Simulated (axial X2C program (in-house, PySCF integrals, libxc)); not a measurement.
**Nuclear properties of SbTe**

Calculated with an in-house all-electron X2C program for linear molecules (integrals from PySCF): two-component X2C with atomic mean-field Coulomb and Gaunt terms, Gaussian nuclei, basis Te dyall-cv3z, Sb dyall-cv3z with contracted cores.

R = 2.539 Å (near the PBE0 minimum at charge 0 of the determinant lowest at the starting distance; the state shown can have its own minimum elsewhere).

Determinant lowest in the PBE0 search, Ω = 1/2 (⟨Sz⟩ = -0.49, ⟨Lz⟩ = 0.99 at PBE0), spin on the atoms Te -0.02, Sb -0.46:

| level | Eeff magnitude (GV/cm) | Ws magnitude Te (kHz) | Ws magnitude Sb (kHz) | A∥/gI Te (MHz) | qzz Te (a.u.) | A∥/gI Sb (MHz) | qzz Sb (a.u.) | μ (D) |
| --- | --- | --- | --- | --- | --- | --- | --- | --- |
| PBE0 | 0.122 | 0.00311 | 0.224 | 1330 | 1.75 | 2260 | -1.93 | 1.14 |
| HF | 3.79 | 1.53 | 2.58 | 1640 | 1.50 | 1800 | -1.44 | 0.85 |
| r2SCAN | 0.465 | 0.179 | 0.619 | 1360 | 1.65 | 2290 | -1.71 | 1.02 |
| BP86 | 0.258 | 0.187 | 0.544 | 1380 | 1.46 | 2240 | -1.43 | 0.90 |
| LDA | 0.467 | 0.355 | 0.941 | 1400 | 1.47 | 2240 | -1.34 | 0.86 |

Determinant 0.43 eV from it at PBE0 and this distance, Ω = 3/2 (⟨Sz⟩ = 0.51, ⟨Lz⟩ = 0.99 at PBE0), spin on the atoms Te 0.07, Sb 0.45:

```
 level  Eeff magnitude (GV/cm)  Ws magnitude Te (kHz)  Ws magnitude Sb (kHz)  A∥/gI Te (MHz)  qzz Te (a.u.)  A∥/gI Sb (MHz)  qzz Sb (a.u.)  μ (D)
  PBE0                    0.78                  0.268                  0.544             329           1.56             144          -2.34   1.13
    HF                   0.611                  0.479                  0.598             831           1.08            -440          -1.37   1.05
r2SCAN                   0.925                  0.425                  0.745             354           1.40             104          -2.08   1.02
  BP86                   0.496                  0.209                   0.38             277           1.26             204          -1.85   0.87
   LDA                   0.417                   0.13                  0.275             273           1.28             259          -1.78   0.83
```

Eeff is the effective electric field on the electron electric dipole moment in this Ω state and Ws the scalar–pseudoscalar constant of the nucleus named (defined with the proton number Z and per Ω); A∥ (defined per Ω) follows by multiplying with gI = μI/(I μN); qzz is the electric field gradient, eQq0 = 234.96 MHz × Q/barn × qzz; μ is positive if the Sb end (last atom) is positive. The operators were transformed with the bare-nucleus X2C matrices; with these basis sets, hyperfine constants and field gradients can be off by tens of per cent, and where levels differ in sign neither size nor sign is settled.

(1) With gI(125Te) = -1.7770, gI(121Sb) = 1.3454, Q(121Sb) = -0.543 barn (g factors from the IAEA table of nuclear moments by Stone; Q from Pyykkö, Mol. Phys. 2018), turn the PBE0 values of the first state into constants in MHz.

Each state is one determinant with collinear spin. Unrestricted Hartree–Fock can overshoot spin polarisation at the nuclei. In the state Ω = 1/2 the sign of Eeff differs between levels (HF, r2SCAN against PBE0). Where Eeff spreads by more than a factor of two the levels disagree and none is to be relied on. The search compared states at one distance, so a state with another bond length can lie lower. The sign of Ws at Te differs between levels in the first state. The sign of Ws at Sb differs between levels in the first state. Further determinants of the search, some of them spin-mixed, are not shown. PBE0 term energies can be off by some tenths of an eV.

## Answers

(1) A∥(125Te) = 1330 × -1.7770 = -2360 MHz; A∥(121Sb) = 2260 × 1.3454 = 3040 MHz; eQq0(121Sb) = 234.96 × (-0.543) × (-1.93) = 246 MHz.
